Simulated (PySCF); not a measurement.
C2H2O3Si, SMILES O=C1OC(=O)[SiH2]1.

The structure is a stationary point at B3LYP-D3(BJ)/def2-SVP.

Two levels are set side by side: PBE/def2-TZVP (PySCF) and HF/def2-TZVP (PySCF). Same geometry, gas phase. Differences are taken from unrounded values.

| quantity | HF | PBE | PBE minus HF |
|---|---|---|---|
| orbital gap (eV) | 13.30 | 3.70 | -9.60 |
| highest occupied level (eV) | -11.70 | -6.54 | 5.16 |
| lowest empty level (eV) | 1.59 | -2.85 | -4.44 |
| dipole moment (D) | 4.81 | 3.40 | -1.41 |
| mean polarisability (bohr³) | 50.0 | 57.9 | 7.8 |

Without exact exchange PBE keeps part of each electron's self-repulsion, which lifts occupied levels and narrows the gap. Loosely held outer electrons make PBE densities more polarisable. Differences between two approximate levels are no errors against the true value.

Rough cost on one machine, each run with all the roots and properties that it gave: HF against PBE about 1/3.
